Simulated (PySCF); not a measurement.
# Identify the compound

Molecular formula: C6H13NO. Simulated spectra:

$^{1}$H NMR (400 MHz, computed): δ 4.51 (br, 1H), 1.88 (s, 3H), 1.39 (s, 9H).

$^{13}$C{$^{1}$H} NMR (computed): δ 169.9, 52.0, 29.1 (3C), 25.7.

PySCF 2.14 calculation with σ from GIAO-PBE0/pcSseg-1 and structure optimised with GFN2-xTB; gas phase, one conformer, one averaged value for each set of equivalent atoms, relativity neglected.

Referencing at the same level of theory: $^{1}$H (σ = 31.72 ppm), $^{13}$C (σ = 186.93 ppm) vs TMS.

Q: Which candidate is it?
A. CC(=O)NC(C)(C)C
B. CC(=O)CCN(C)C
C. CN1CCC(O)CC1

A: A. 

The formula gives 1 degree of unsaturation (no ring in the answer). 4 carbon signals for 6 carbons: some carbons are equivalent by symmetry or fast rotation. Carbon types of the structure: 2 × C, 4 × CH3, leaving 1 H on heteroatoms. δC 169.9: amide carbonyl carbon; lone-pair donation from the attached heteroatom keeps it upfield of a ketone carbonyl. δC 52.0: fully substituted sp3 carbon bonded to N; the inductive effect lowers its shielding. δC 25.7: methyl carbon α to a carbonyl; the adjacent C=O deshields it moderately. δH 4.51: hydrogen on an amide-type nitrogen; exchangeable, gas-phase position. δH 1.88: hydrogen on a methyl carbon α to a carbonyl; α to C=O.

The others: CC(=O)CCN(C)C would give 5 carbon signals, not 4; CN1CCC(O)CC1 would give 6 signals for carbon-bound and other non-exchanging H, not 2.

OH/NH shifts are gas-phase values; hydrogen bonding in solution moves them, usually downfield. Shifts are as computed. Against solution values, carbons near 30 ppm lie about +3 ppm off and those near 130 ppm about +5 ppm. Of 1211 compounds with measured shifts, 218 miss one by over three times the rms of a fit or turn the order of signals round; such compounds aren't used in these exercises. The C=O carbon of an acid or of an amide with N–H lies up to 10 ppm further downfield in solution, through hydrogen bonding that the calculation lacks. Multiplicities follow the n + 1 count of equivalent neighbours, as no J values were calculated; m marks all less simple cases, F and P coupling included.
